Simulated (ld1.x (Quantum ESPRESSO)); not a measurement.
## Ag, TM: configuration errors across variants

- Element: Ag
- Generator: ld1.x (Quantum ESPRESSO) 7.5
- Type: norm-conserving Troullier–Martins (Kleinman–Bylander form)
- Functional: PBE
- Relativity: non-relativistic
- Frozen core: [Kr]
- Valence charge: 11
- Reference configuration: 4d10 5s1 5p0
- Partial waves: 5p (bound, empty): rc 3.40 bohr; 4d (bound): rc 1.25 bohr; 5s (bound): rc 1.90 bohr
- Local potential: the s channel
- Core correction: a·sin(br)/r model core, default radius (core density twice the valence density)

All-electron excitation energies from the reference (eV): (1) 4d10 5s0 5p0 7.183; (2) 4d9 5s0 5p0 29.610; (3) 4d8 5s0 5p0 66.265; (4) 4d7 5s0 5p0 118.579; (5) 4d10 5s0 5p1 3.392; (6) 4d9 5s2 5p0 5.106; (7) 4d9 5s1 5p1 9.119.

3 further variants failed, have other tests or another functional or relativity, and are left out.

Errors AE − PS in meV (a dash: test not solved or not reliable):

```csv
change,(1),(2),(3),(4),(5),(6),(7),bound ghosts
base,-7.2,-161,-847,-2268,-0.6,-144,-155,none
wave 5p (bound): rc 3.40 bohr becomes 5p (bound): rc 3.14 bohr,–,-161,-847,-2267,-1.1,-144,-160,none
wave 5s (bound): rc 1.90 bohr becomes 5s (bound): rc 1.94 bohr,-8.0,-163,-855,-2285,-1.0,-155,-162,none
```

(1) Give the same row for: all radii but the core radius scaled by about 1.06 (s 2.02, p 3.60, d 1.32 bohr).

Results:

(1) -8.7, -164, -860, -2294, -0.8, -164, -162; bound ghosts: none.
